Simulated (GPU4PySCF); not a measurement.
## Worked example: oscillator strength and radiative lifetime

BCzBN core (C30H17BN2), SMILES n12c3c(B4c5cccc6c5n(c5c6cccc5)-c5c4c-1ccc5)cccc3c1ccccc21.

The structure is a stationary point at ωB97X-D3(BJ)/def2-SVP.

TDA-PBE/def2-SVPD (GPU4PySCF) puts the first singlet state with f over 0.02 at 2.48 eV (vertical), with the transition dipole (0.000, 0.000, -2.208) in atomic units.

Q: Find the oscillator strength, the wavelength and the radiative lifetime that this transition would have in vacuum if emission retraced absorption.

A: 
|μ|² = 4.8753 au, so |μ| = 5.61 D. ΔE = 2.48/27.211 = 0.0911 hartree. f = (2/3) ΔE |μ|² = 0.296 (the program prints 0.296).
λ = 1239.84/2.48 = 500 nm; ν = 20003 cm⁻¹.
Einstein's coefficient A = 0.6670 ν² f s⁻¹ (ν in cm⁻¹) = 7.9e7 s⁻¹, so τ = 1/A = 13 ns. This state is S1. The figure is the radiative limit of this one transition; relaxation, internal conversion, crossing to triplets and a medium change what is measured.
